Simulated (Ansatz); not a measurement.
CH3BNO, SMILES `N[B-]C=O` (lower singlet; N–B–C–O torsion 99°) (charge -1, multiplicity 1). This singlet lies 0.64 eV below the relaxed triplet at the level frozen-core CCSD(T)/aug-cc-pVDZ // PBE0-D3(BJ)/def2-TZVPD (Ansatz, an electronic-structure program).

These are Ansatz with HSE06/aug-cc-pVTZ // PBE0-D3(BJ)/def2-TZVPD values and carry that method's errors.

Ansatz 0.2 input:
```yaml
crystal:
  periodic: [false, false, false]
  atoms:
    - { symbol: N, position_ang: [-1.286411, -0.235582, -0.084279] }
    - { symbol: B, position_ang: [-0.029439, -0.616475, 0.418583] }
    - { symbol: C, position_ang: [1.248764, 0.180092, 0.292839] }
    - { symbol: O, position_ang: [1.857838, 0.950161, 1.067382] }
    - { symbol: H, position_ang: [-2.101434, -0.816542, -0.021488] }
    - { symbol: H, position_ang: [-1.486794, 0.671394, -0.496973] }
    - { symbol: H, position_ang: [1.797478, -0.133048, -0.654791] }
basis:
  gaussian: { orbitals: aug-cc-pVTZ }
hamiltonian:
  xc: hse06
total_charge: -1
```

Output:

```
Functional definition: HSE06
1048 factors; their error is unknown
109 factors; integrals over basis functions are off by at most 1.0e-6 eV
mean field evaluation 1: about -5290.1802 eV, gradient 4.1e1 eV
mean field evaluation 2: about -5272.0814 eV, gradient 7.8e1 eV
mean field evaluation 4: about -5293.9538 eV, gradient 5.5e0 eV
mean field evaluation 8: about -5294.0566 eV, gradient 1.6e-1 eV
mean field evaluation 16: about -5294.0421 eV, gradient 2.8e-4 eV
mean field -5294.04212051 eV, -194.5524594982 hartree, gradient 4.7e-5 eV, S^2 0.000000; 0 other end points of the search recorded, 0 dependent functions left out
reference -5294.04217422 eV, -194.5524614719 hartree; 15, 15 occupied and 238, 238 virtual orbitals, 1048 factors
Total energy: -5294.04217422 eV, -194.5524614719 hartree
```
